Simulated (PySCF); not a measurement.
Geometry:
| atom | x (Å) | y (Å) | z (Å) |
| --- | --- | --- | --- |
| B1 | 2.099 | 0.235 | 0.589 |
| C2 | 0.931 | 0.025 | -0.367 |
| C3 | 0.052 | -1.232 | -0.317 |
| C4 | -1.415 | -0.865 | -0.540 |
| N5 | -1.647 | 0.344 | 0.229 |
| Si6 | -0.260 | 1.370 | 0.361 |
| H7 | 2.187 | -0.417 | 1.607 |
| H8 | 2.894 | 1.131 | 0.400 |
| H9 | 1.092 | 0.405 | -1.390 |
| H10 | 0.157 | -1.700 | 0.675 |
| H11 | 0.390 | -1.970 | -1.062 |
| H12 | -1.613 | -0.728 | -1.624 |
| H13 | -2.074 | -1.682 | -0.198 |
| H14 | -2.607 | 0.638 | 0.352 |
| H15 | 0.008 | 1.822 | 1.762 |
| H16 | -0.234 | 2.598 | -0.497 |

Geometry: PBE0-D3(BJ)/def2-SVP; GIAO shifts from PySCF 2.14, gas phase, non-relativistic, averaged over equivalent atoms.

At PBE0/pcSseg-1 (159 basis functions):
| atoms | δ (ppm) |
| --- | --- |
| B1 | 71.8 |
| C4 | 51.9 |
| C2 | 50.7 |
| C3 | 38.2 |
| N5 | 26.2 |
| Si6 | -37.9 |
| H7/H8 | 6.86 |
| H16 | 4.72 |
| H15 | 4.51 |
| H9 | 3.43 |
| H13 | 3.24 |
| H12 | 3.12 |
| H11 | 2.26 |
| H10 | 2.21 |
| H14 | 0.14 |

Chemical shifts δ = σref − σ; 11B (σ = 100.73 ppm) vs BF3·OEt2; 13C (σ = 184.41 ppm), 29Si (σ = 351.99 ppm), 1H (σ = 31.27 ppm) vs TMS; NH3 for 15N (σ = 265.67 ppm), all at this level.

Task: What do these become at PBE0/pcSseg-2?

Result: 
| atoms | δ at PBE0/pcSseg-2 | change |
| --- | --- | --- |
| B1 | 73.4 | +1.6 |
| C4 | 53.3 | +1.4 |
| C2 | 53.8 | +3.1 |
| C3 | 39.5 | +1.3 |
| N5 | 27.2 | +1.0 |
| Si6 | -39.1 | -1.2 |
| H7/H8 | 6.81 | -0.05 |
| H16 | 4.84 | +0.12 |
| H15 | 4.65 | +0.14 |
| H9 | 3.66 | +0.23 |
| H13 | 3.30 | +0.06 |
| H12 | 3.14 | +0.02 |
| H11 | 2.29 | +0.03 |
| H10 | 2.29 | +0.08 |
| H14 | 0.46 | +0.32 |

References, each an isolated molecule treated in the same way: 11B (99.07 ppm) vs BF3·OEt2; 13C (184.13 ppm) and 29Si (341.29 ppm) and 1H (31.25 ppm) against TMS; NH3 for 15N (261.69 ppm).

The largest change is at C2 (sp3 CH bonded to B and Si). Cost: 363 basis functions. The order of the carbon signals changes between the two levels.

A carbon bonded to boron is broadened by the quadrupolar boron nucleus and is often missing from a measured spectrum. Experimental scales use liquid or dissolved standards, which lie at an offset from isolated NH3 (liquid NH3: subtract about 20 ppm).
